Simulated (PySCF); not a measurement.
Stepwise substitution at one centre (Si Br-SH). Isolated molecules, 0 K electronic values unless said otherwise. One relaxed conformer stands for each flexible species; it need not be the lowest. Strings in code marks are SMILES.

The HOMO–LUMO gap from two functionals at the same geometries (B3LYP-D3(BJ)/def2-TZVP), both in PySCF: PBE-D3(BJ)/def2-TZVP and B3LYP-D3(BJ)/def2-TZVP. B3LYP has the VWN-RPA correlation part, as in Gaussian. 

| species | B3LYP-D3(BJ)/def2-TZVP (eV) |
|---|---|
| 0 of 4 Br replaced by SH (`[Si](Br)(Br)(Br)Br`) | 6.35 |
| 1 of 4 Br replaced by SH (`S[Si](Br)(Br)Br` (H–S–Si–Br torsion 60°)) | 6.05 |
| 2 of 4 Br replaced by SH (`S[Si](S)(Br)Br` (H–S–Si–Br torsion 41°, Br–Si–S–H torsion 62°)) | 6.24 |
| 3 of 4 Br replaced by SH (`S[Si](S)(S)Br`) | 6.38 |
| 4 of 4 Br replaced by SH | 6.63 |

Question: What does PBE-D3(BJ)/def2-TZVP give for each?

Answer: 
- 0 of 4 Br replaced by SH (`[Si](Br)(Br)(Br)Br`): 4.73
- 1 of 4 Br replaced by SH (`S[Si](Br)(Br)Br` (H–S–Si–Br torsion 60°)): 4.44
- 2 of 4 Br replaced by SH (`S[Si](S)(Br)Br` (H–S–Si–Br torsion 41°, Br–Si–S–H torsion 62°)): 4.61
- 3 of 4 Br replaced by SH (`S[Si](S)(S)Br`): 4.74
- 4 of 4 Br replaced by SH: 4.97
Over these rows, drawn at random from the members with no instability flagged (it was tested for open shells, ions and some series alone), PBE minus B3LYP-D3(BJ): mean -1.63 eV, from -1.65 eV to -1.61 eV.
